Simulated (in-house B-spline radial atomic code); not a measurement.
How numerical settings move a run on N, [He] 2s2 2p3. Computed with a B-spline radial code for spherical atoms: scalar-relativistic (X2C) LDA VWN5, spin-polarised, spherical fractional occupations, Fermi nucleus of rms radius 2.5582 fm.

Command:
```bash
python run_scf.py task.json out
```
Settings of the sound reference run:
```
Z                7
electrons        7
configuration    [He] 2s2 2p3
hamiltonian      x2c
method           lda,vwn
spin_polarised   True
nucleus          fermi
rms_radius       2.5582
mass_number      14
atomic_mass      14.00307
speed_of_light   137.036
knot_spacing     0.22
spline_order     8
gauss_points     12
box_radius       50
max_iterations   70
damping          0.5
damped_steps     3
diis_vectors     10
tolerance        1e-08
start            Thomas-Fermi
```

Cost of the run: 0.35 s on 1 thread of Arm Neoverse N1 (shared host).

It converges in 9 iterations to -54.165804 hartree, with 2p up at -8.3983 eV. The other runs change the listed settings, some to values that make no sense; their results aren't properties of the atom or ion. Radii are in bohr (the nuclear one in fm), a minus after a letter asks for a j subshell, and «unchanged» means within 1e-8 hartree. The run stops when the residual is below 10 × tolerance × max(1, Z/10), or a noise floor if that is larger, and the energy moves by less than 1e-8 × √|E| hartree; so very loose and very tight tolerances often act alike.

```tsv
changed settings	outcome
gauss_points = 16	converged in 9 iterations, energy -3.52e-08 hartree from the reference
diis_vectors = 0	converged in 19 iterations, energy unchanged, 2p up level -1.0e-05 eV
gauss_points = 3	converged in 12 iterations, energy -2.98e+04 hartree from the reference, 2p up level +3.2e+00 eV
gauss_points = 8, max_iterations = 2, damping = 0.2, start = bare nucleus	not converged after 2 iterations, last residual 1.9e-01, last energy +5.83e+00 hartree from the reference
gauss_points = 4	converged in 9 iterations, energy -3.35e-08 hartree from the reference, 2p up level -5.3e-07 eV
diis_vectors = 1	not converged after 70 iterations, last residual 2.2e-04, last energy +1.86e-06 hartree from the reference
tolerance = 1e-13	converged in 9 iterations, energy unchanged
knot_spacing = 0.55, spline_order = 5, max_iterations = 2, damping = 0	not converged after 2 iterations, last residual 3.4e-01, last energy +7.92e-01 hartree from the reference
knot_spacing = 1, max_iterations = 75, damped_steps = 0	converged in 8 iterations, energy +5.83e-02 hartree from the reference, 2p up level -3.0e-02 eV
hamiltonian = dirac, method = hf	stopped with error: spin polarisation is not served with the Dirac Hamiltonian
diis_vectors = 2	converged in 10 iterations, energy unchanged, 2p up level +6.5e-06 eV
diis_vectors = 4	converged in 9 iterations, energy unchanged, 2p up level -6.7e-06 eV
```

Q: What happens with max_iterations = 5, diis_vectors = 4, tolerance = 0.01, start = bare nucleus?

A: Not converged after 5 iterations, last residual 5.6e-03, last energy +1.16e-03 hartree from the reference.

Q: What happens with gauss_points = 8?

A: Converged in 9 iterations, energy +1.22e-08 hartree from the reference.

Q: What happens with electrons = 11, configuration = [He] 2s2 2p7, max_iterations = 75?

A: Stopped with error: shell 2p holds at most 3 electrons (per spin).

Q: What happens with electrons = 8, configuration = [He] 2s2 2p3 3f1, max_iterations = 60?

A: Stopped with error: there is no 3f shell.
